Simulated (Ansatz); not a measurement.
`O=C=[N][Ge]([F])([F])[F]`, relaxed with RKS PBE-D4/def2-SVP in the Gaussian-basis code of Ansatz from a rough embedded geometry. The force threshold is 0.03 eV/Å; the program also tests the step.

Total charge 0; spin multiplicity 1.

Start:

```xyz
7

O    -0.480    2.808    0.609
C    -0.670    1.545    0.595
N    -0.890    0.287    0.570
Ge    0.188   -0.882   -0.227
F    -0.351   -2.521   -0.110
F     1.843   -0.776    0.504
F     0.361   -0.461   -1.941
```

(1) How much energy does the relaxation release, and in how many steps? (Estimate.)

(2) Which bonds change most? (Estimate.)

(3) Give the relaxed structure. (Estimate.)

Answers

(1) Computed: 71.36 kJ/mol, in 6 steps.

(2) Computed: O1–C2 from 1.277 to 1.174 Å; Ge4–F6 from 1.812 to 1.726 Å; C2–N3 from 1.278 to 1.224 Å; Ge4–F7 from 1.773 to 1.726 Å.

(3) Ansatz gave: 
```xyz
7

O    -0.782    2.800    0.806
C    -0.691    1.646    0.612
N    -0.682    0.431    0.459
Ge    0.295   -0.876   -0.282
F    -0.481   -2.387   -0.006
F     1.880   -0.953    0.397
F     0.462   -0.661   -1.987
```
